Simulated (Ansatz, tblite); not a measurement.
Removing and adding an electron: trans-NiH2(AsH3)2 (NiAs2H8). Charge 0, multiplicity 1. Geometry: PBE0-D4/def2-SVP. Ansatz, gas phase; energy differences of separate SCF runs; the oxidised species was run as a doublet alone; the reduced species was run as a doublet alone.

```xyz
11

Ni    0.018    0.015   -0.024
H    -0.338   -0.604   -1.357
As    1.685   -1.357    0.375
H     1.599   -2.209    1.623
H     3.043   -0.755    0.666
H     2.173   -2.454   -0.554
H     0.364    0.624    1.316
As   -1.672    1.369   -0.387
H    -2.040    2.566    0.470
H    -3.048    0.738   -0.405
H    -1.783    2.069   -1.724
```

The xTB rows come from tblite. HOMO above LUMO, or a gap near zero within one spin, warns that the state may not be the lowest or that an electron is smeared out.

```csv
level,−HOMO (eV),vertical IE (eV),−LUMO (eV),vertical EA (eV),HOMO–LUMO gap (eV),IE − EA (eV),remarks
GFN2-xTB,9.66,12.91,7.13,4.58,2.54,8.33,–
PBE-D4/def2-TZVPD,4.44,–,1.99,0.06,2.45,–,HOMO above zero (-1 doublet)
PBE0-D4/def2-TZVP,6.22,7.32,0.77,–,5.45,–,–
PBE0-D4/def2-TZVPD,6.25,–,0.95,-0.19,5.30,–,HOMO above zero (-1 doublet)
```

(1) Estimate the rows for GFN1-xTB, PBE-D4/def2-TZVP, r2SCAN-D4/def2-TZVP, r2SCAN-D4/def2-TZVPD.

## Answers

(1) 
```
               level  −HOMO (eV)  vertical IE (eV)  −LUMO (eV)  vertical EA (eV)  HOMO–LUMO gap (eV)  IE − EA (eV)                                     remarks
            GFN1-xTB        9.75             13.18        7.37              4.52                2.38          8.66                                           –
    PBE-D4/def2-TZVP        4.39              7.89        1.87                 –                2.52             –  gap within one spin near zero (+1 doublet)
 r2SCAN-D4/def2-TZVP        4.48              7.52        1.64                 –                2.84             –                                           –
r2SCAN-D4/def2-TZVPD        4.51                 –        1.71             -0.14                2.80             –                HOMO above zero (-1 doublet)
```

   A HOMO above zero means that the electron is unbound at that level or that self-interaction error raises the level; the energy of removing that electron tells which. Raw xTB energy differences between charge states are shifted by several eV; the methods need an empirical correction for them. A negative affinity means that the extra electron isn't bound; its size then hangs on the basis.
